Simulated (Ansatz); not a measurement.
**Molecular dynamics of AlCl$_{2}$H$_{3}$O**

Input file:

```yaml
crystal:
  periodic: [false, false, false]
  atoms:
    - { symbol: Al, position_ang: [0.103224, -0.366578, -0.127882] }
    - { symbol: Cl, position_ang: [0.170552, 0.053743, 2.311642] }
    - { symbol: Cl, position_ang: [1.844186, 0.438048, -0.995141] }
    - { symbol: H, position_ang: [-1.314534, 0.005028, -0.673803] }
    - { symbol: O, position_ang: [0.305564, -1.978784, 0.614728] }
    - { symbol: H, position_ang: [-0.221302, -2.744657, 0.426538] }
    - { symbol: H, position_ang: [0.247411, -1.2888, 1.834818] }
basis:
  gaussian: { orbitals: "6-31G*" }
hamiltonian:
  xc: hf
md:
  timestep: 0.5
  n_steps: 200
  ensemble: nve
  temperature: 100.0
  initial_velocities: maxwell_boltzmann
  seed: 10921
```

Command:

```bash
$ ansatz run input.yaml --threads 1 --pin off --max-ram 2048MiB --backend cpu --events-out ev --progress --plain --runs-dir out
```

It starts at the highest image of a converged band. Of that band: Neighbouring images differ by up to 1.5 eV, so the band resolves the path poorly. A vibrational analysis at the climbing image gives one clearly imaginary mode, 1207i cm⁻¹: a first-order saddle point.

Output, in part (one step line in 3, the closing report, with atoms numbered from 0):

```
md step     0: t =     0.00 fs  T =   100.0 K  F+E_penalty+E_count = -33676.38344441 eV  E_kin = 0.064630 eV  conserved = -33676.31881441 eV  (32 SCF iters)
md step     3: t =     1.50 fs  T =    97.3 K  F+E_penalty+E_count = -33676.38164928 eV  E_kin = 0.062894 eV  conserved = -33676.31875550 eV  (26 SCF iters)
md step     6: t =     3.00 fs  T =    98.0 K  F+E_penalty+E_count = -33676.38208735 eV  E_kin = 0.063315 eV  conserved = -33676.31877263 eV  (26 SCF iters)
md step     9: t =     4.50 fs  T =   100.6 K  F+E_penalty+E_count = -33676.38382041 eV  E_kin = 0.065022 eV  conserved = -33676.31879887 eV  (26 SCF iters)
md step    12: t =     6.00 fs  T =   103.5 K  F+E_penalty+E_count = -33676.38561755 eV  E_kin = 0.066897 eV  conserved = -33676.31872032 eV  (25 SCF iters)
md step    15: t =     7.50 fs  T =   118.4 K  F+E_penalty+E_count = -33676.39532117 eV  E_kin = 0.076538 eV  conserved = -33676.31878354 eV  (25 SCF iters)
md step    18: t =     9.00 fs  T =   137.8 K  F+E_penalty+E_count = -33676.40782443 eV  E_kin = 0.089060 eV  conserved = -33676.31876482 eV  (25 SCF iters)
md step    21: t =    10.50 fs  T =   163.3 K  F+E_penalty+E_count = -33676.42428329 eV  E_kin = 0.105530 eV  conserved = -33676.31875314 eV  (25 SCF iters)
md step    24: t =    12.00 fs  T =   195.5 K  F+E_penalty+E_count = -33676.44516762 eV  E_kin = 0.126343 eV  conserved = -33676.31882476 eV  (32 SCF iters)
md step    27: t =    13.50 fs  T =   224.6 K  F+E_penalty+E_count = -33676.46389151 eV  E_kin = 0.145142 eV  conserved = -33676.31874988 eV  (25 SCF iters)
md step    30: t =    15.00 fs  T =   260.9 K  F+E_penalty+E_count = -33676.48743267 eV  E_kin = 0.168650 eV  conserved = -33676.31878265 eV  (25 SCF iters)
md step    33: t =    16.50 fs  T =   300.1 K  F+E_penalty+E_count = -33676.51279061 eV  E_kin = 0.193956 eV  conserved = -33676.31883416 eV  (26 SCF iters)
md step    36: t =    18.00 fs  T =   333.7 K  F+E_penalty+E_count = -33676.53445628 eV  E_kin = 0.215673 eV  conserved = -33676.31878279 eV  (25 SCF iters)
md step    39: t =    19.50 fs  T =   368.1 K  F+E_penalty+E_count = -33676.55673906 eV  E_kin = 0.237906 eV  conserved = -33676.31883288 eV  (26 SCF iters)
md step    42: t =    21.00 fs  T =   396.1 K  F+E_penalty+E_count = -33676.57482127 eV  E_kin = 0.255998 eV  conserved = -33676.31882317 eV  (26 SCF iters)
md step    45: t =    22.50 fs  T =   418.1 K  F+E_penalty+E_count = -33676.58901263 eV  E_kin = 0.270187 eV  conserved = -33676.31882602 eV  (25 SCF iters)
md step    48: t =    24.00 fs  T =   433.2 K  F+E_penalty+E_count = -33676.59885235 eV  E_kin = 0.279984 eV  conserved = -33676.31886834 eV  (25 SCF iters)
md step    51: t =    25.50 fs  T =   438.1 K  F+E_penalty+E_count = -33676.60192860 eV  E_kin = 0.283151 eV  conserved = -33676.31877775 eV  (25 SCF iters)
md step    54: t =    27.00 fs  T =   446.7 K  F+E_penalty+E_count = -33676.60749927 eV  E_kin = 0.288673 eV  conserved = -33676.31882662 eV  (25 SCF iters)
md step    57: t =    28.50 fs  T =   451.2 K  F+E_penalty+E_count = -33676.61047898 eV  E_kin = 0.291627 eV  conserved = -33676.31885206 eV  (26 SCF iters)
md step    60: t =    30.00 fs  T =   447.6 K  F+E_penalty+E_count = -33676.60801560 eV  E_kin = 0.289268 eV  conserved = -33676.31874730 eV  (25 SCF iters)
md step    63: t =    31.50 fs  T =   450.0 K  F+E_penalty+E_count = -33676.60966397 eV  E_kin = 0.290849 eV  conserved = -33676.31881494 eV  (26 SCF iters)
md step    66: t =    33.00 fs  T =   450.7 K  F+E_penalty+E_count = -33676.61009118 eV  E_kin = 0.291266 eV  conserved = -33676.31882505 eV  (25 SCF iters)
md step    69: t =    34.50 fs  T =   451.9 K  F+E_penalty+E_count = -33676.61085835 eV  E_kin = 0.292066 eV  conserved = -33676.31879274 eV  (26 SCF iters)
md step    72: t =    36.00 fs  T =   459.0 K  F+E_penalty+E_count = -33676.61546276 eV  E_kin = 0.296624 eV  conserved = -33676.31883919 eV  (26 SCF iters)
md step    75: t =    37.50 fs  T =   465.3 K  F+E_penalty+E_count = -33676.61954957 eV  E_kin = 0.300752 eV  conserved = -33676.31879747 eV  (26 SCF iters)
md step    78: t =    39.00 fs  T =   474.3 K  F+E_penalty+E_count = -33676.62539553 eV  E_kin = 0.306542 eV  conserved = -33676.31885325 eV  (34 SCF iters)
md step    81: t =    40.50 fs  T =   478.2 K  F+E_penalty+E_count = -33676.62786850 eV  E_kin = 0.309037 eV  conserved = -33676.31883149 eV  (26 SCF iters)
md step    84: t =    42.00 fs  T =   481.4 K  F+E_penalty+E_count = -33676.62989364 eV  E_kin = 0.311116 eV  conserved = -33676.31877792 eV  (26 SCF iters)
md step    87: t =    43.50 fs  T =   491.7 K  F+E_penalty+E_count = -33676.63664460 eV  E_kin = 0.317773 eV  conserved = -33676.31887182 eV  (26 SCF iters)
md step    90: t =    45.00 fs  T =   494.9 K  F+E_penalty+E_count = -33676.63868851 eV  E_kin = 0.319878 eV  conserved = -33676.31881051 eV  (26 SCF iters)
md step    93: t =    46.50 fs  T =   499.0 K  F+E_penalty+E_count = -33676.64130999 eV  E_kin = 0.322531 eV  conserved = -33676.31877944 eV  (25 SCF iters)
md step    96: t =    48.00 fs  T =   508.9 K  F+E_penalty+E_count = -33676.64775819 eV  E_kin = 0.328902 eV  conserved = -33676.31885659 eV  (26 SCF iters)
md step    99: t =    49.50 fs  T =   514.6 K  F+E_penalty+E_count = -33676.65136320 eV  E_kin = 0.332566 eV  conserved = -33676.31879697 eV  (25 SCF iters)
md step   102: t =    51.00 fs  T =   524.7 K  F+E_penalty+E_count = -33676.65793694 eV  E_kin = 0.339126 eV  conserved = -33676.31881114 eV  (25 SCF iters)
md step   105: t =    52.50 fs  T =   537.6 K  F+E_penalty+E_count = -33676.66625478 eV  E_kin = 0.347428 eV  conserved = -33676.31882722 eV  (35 SCF iters)
md step   108: t =    54.00 fs  T =   549.2 K  F+E_penalty+E_count = -33676.67373098 eV  E_kin = 0.354924 eV  conserved = -33676.31880677 eV  (25 SCF iters)
md step   111: t =    55.50 fs  T =   560.0 K  F+E_penalty+E_count = -33676.68079815 eV  E_kin = 0.361928 eV  conserved = -33676.31887011 eV  (25 SCF iters)
md step   114: t =    57.00 fs  T =   563.5 K  F+E_penalty+E_count = -33676.68296004 eV  E_kin = 0.364174 eV  conserved = -33676.31878563 eV  (26 SCF iters)
md step   117: t =    58.50 fs  T =   570.7 K  F+E_penalty+E_count = -33676.68767642 eV  E_kin = 0.368868 eV  conserved = -33676.31880857 eV  (25 SCF iters)
md step   120: t =    60.00 fs  T =   577.8 K  F+E_penalty+E_count = -33676.69230944 eV  E_kin = 0.373435 eV  conserved = -33676.31887443 eV  (26 SCF iters)
md step   123: t =    61.50 fs  T =   573.3 K  F+E_penalty+E_count = -33676.68928127 eV  E_kin = 0.370505 eV  conserved = -33676.31877601 eV  (25 SCF iters)
md step   126: t =    63.00 fs  T =   569.1 K  F+E_penalty+E_count = -33676.68664675 eV  E_kin = 0.367817 eV  conserved = -33676.31882956 eV  (25 SCF iters)
md step   129: t =    64.50 fs  T =   559.9 K  F+E_penalty+E_count = -33676.68070245 eV  E_kin = 0.361850 eV  conserved = -33676.31885221 eV  (26 SCF iters)
md step   132: t =    66.00 fs  T =   545.2 K  F+E_penalty+E_count = -33676.67113242 eV  E_kin = 0.352350 eV  conserved = -33676.31878202 eV  (24 SCF iters)
md step   135: t =    67.50 fs  T =   537.2 K  F+E_penalty+E_count = -33676.66602409 eV  E_kin = 0.347199 eV  conserved = -33676.31882475 eV  (26 SCF iters)
md step   138: t =    69.00 fs  T =   529.2 K  F+E_penalty+E_count = -33676.66084640 eV  E_kin = 0.342039 eV  conserved = -33676.31880755 eV  (33 SCF iters)
md step   141: t =    70.50 fs  T =   519.9 K  F+E_penalty+E_count = -33676.65485024 eV  E_kin = 0.336038 eV  conserved = -33676.31881267 eV  (26 SCF iters)
md step   144: t =    72.00 fs  T =   508.4 K  F+E_penalty+E_count = -33676.64739501 eV  E_kin = 0.328562 eV  conserved = -33676.31883291 eV  (25 SCF iters)
md step   147: t =    73.50 fs  T =   495.9 K  F+E_penalty+E_count = -33676.63929435 eV  E_kin = 0.320525 eV  conserved = -33676.31876974 eV  (26 SCF iters)
md step   150: t =    75.00 fs  T =   493.6 K  F+E_penalty+E_count = -33676.63787245 eV  E_kin = 0.319035 eV  conserved = -33676.31883779 eV  (26 SCF iters)
md step   153: t =    76.50 fs  T =   490.1 K  F+E_penalty+E_count = -33676.63557620 eV  E_kin = 0.316733 eV  conserved = -33676.31884285 eV  (25 SCF iters)
md step   156: t =    78.00 fs  T =   482.0 K  F+E_penalty+E_count = -33676.63028152 eV  E_kin = 0.311524 eV  conserved = -33676.31875796 eV  (25 SCF iters)
md step   159: t =    79.50 fs  T =   479.9 K  F+E_penalty+E_count = -33676.62901631 eV  E_kin = 0.310173 eV  conserved = -33676.31884356 eV  (25 SCF iters)
md step   162: t =    81.00 fs  T =   473.4 K  F+E_penalty+E_count = -33676.62480535 eV  E_kin = 0.305985 eV  conserved = -33676.31882078 eV  (25 SCF iters)
md step   165: t =    82.50 fs  T =   467.4 K  F+E_penalty+E_count = -33676.62083305 eV  E_kin = 0.302062 eV  conserved = -33676.31877143 eV  (33 SCF iters)
md step   168: t =    84.00 fs  T =   469.0 K  F+E_penalty+E_count = -33676.62193875 eV  E_kin = 0.303102 eV  conserved = -33676.31883719 eV  (33 SCF iters)
md step   171: t =    85.50 fs  T =   467.3 K  F+E_penalty+E_count = -33676.62083981 eV  E_kin = 0.302040 eV  conserved = -33676.31879962 eV  (33 SCF iters)
md step   174: t =    87.00 fs  T =   465.0 K  F+E_penalty+E_count = -33676.61931855 eV  E_kin = 0.300507 eV  conserved = -33676.31881166 eV  (33 SCF iters)
md step   177: t =    88.50 fs  T =   461.6 K  F+E_penalty+E_count = -33676.61713443 eV  E_kin = 0.298326 eV  conserved = -33676.31880819 eV  (26 SCF iters)
md step   180: t =    90.00 fs  T =   460.0 K  F+E_penalty+E_count = -33676.61609468 eV  E_kin = 0.297323 eV  conserved = -33676.31877155 eV  (26 SCF iters)
md step   183: t =    91.50 fs  T =   464.8 K  F+E_penalty+E_count = -33676.61923287 eV  E_kin = 0.300378 eV  conserved = -33676.31885455 eV  (27 SCF iters)
md step   186: t =    93.00 fs  T =   462.5 K  F+E_penalty+E_count = -33676.61771956 eV  E_kin = 0.298923 eV  conserved = -33676.31879629 eV  (26 SCF iters)
md step   189: t =    94.50 fs  T =   460.4 K  F+E_penalty+E_count = -33676.61630956 eV  E_kin = 0.297534 eV  conserved = -33676.31877571 eV  (26 SCF iters)
md step   192: t =    96.00 fs  T =   460.6 K  F+E_penalty+E_count = -33676.61653796 eV  E_kin = 0.297670 eV  conserved = -33676.31886759 eV  (26 SCF iters)
md step   195: t =    97.50 fs  T =   451.3 K  F+E_penalty+E_count = -33676.61044790 eV  E_kin = 0.291667 eV  conserved = -33676.31878093 eV  (27 SCF iters)
md step   198: t =    99.00 fs  T =   445.6 K  F+E_penalty+E_count = -33676.60679083 eV  E_kin = 0.287991 eV  conserved = -33676.31880015 eV  (26 SCF iters)
md step   200: t =   100.00 fs  T =   443.8 K  F+E_penalty+E_count = -33676.60564820 eV  E_kin = 0.286808 eV  conserved = -33676.31884037 eV  (40 SCF iters)
Total energy: -33676.60564820 eV, -1237.5924307482 hartree
Atom 0 at     0.107255    -0.649907    -0.379459 Å, force     0.089600     0.235176    -0.466550 eV/Å
Atom 1 at     0.174153     0.410116     2.820608 Å, force     0.133890    -0.334920     0.163683 eV/Å
Atom 2 at     1.839432     0.431277    -0.979432 Å, force    -0.200030    -0.065491     0.197598 eV/Å
Atom 3 at    -1.314700    -0.004900    -0.455526 Å, force     0.088385     0.117140     0.068577 eV/Å
Atom 4 at     0.216522    -2.309016    -0.230314 Å, force    -0.178113    -0.247652     0.346043 eV/Å
Atom 5 at     0.765110    -2.943636     0.192360 Å, force     0.194787     0.000819    -0.105866 eV/Å
Atom 6 at     0.607085    -0.549495     3.545204 Å, force    -0.128519     0.294928    -0.203486 eV/Å
Dipole moment:     0.016749    -0.442621     0.692558 e Å
```

The run went to its last step. The conserved energy stayed within 0.014 meV per atom of its start (net change -0.0037 meV per atom), so the integration is sound. The kinetic energy rose, since the run started high on the potential surface and went downhill. It ends in pieces (AlClH2O + ClH), so much of that is their flight and rotation, not heat. A run of 0.1 ps of so small a system gives no equilibrium averages. The orbitals stay closed-shell, which can raise the energy where a bond breaks towards radicals; this wasn't checked here.

Between its relaxed ends the band would form Cl2–H7 and break Al1–Cl2, O5–H7. These pairs go: Cl2–H7 1.43 → 1.28 Å, Al1–Cl2 2.48 → 3.37 Å, O5–H7 1.40 → 4.18 Å. In the last frame they stand as after the step (other bonds may differ from the relaxed reactants and products). It ends as AlClH2O + ClH. Pairs count as bonded within 1.25 times the sum of covalent radii (0.12 Å more for H–H).

Last frame:

```xyz
7
Properties=species:S:1:pos:R:3
Al 0.107 -0.650 -0.380
Cl 0.174 0.410 2.821
Cl 1.839 0.431 -0.979
H -1.315 -0.005 -0.456
O 0.216 -2.309 -0.230
H 0.765 -2.944 0.192
H 0.607 -0.549 3.545
```

Run time: 5.2 min on 1 thread of Arm Neoverse V1, on a shared host, peak memory 0.14 GiB.
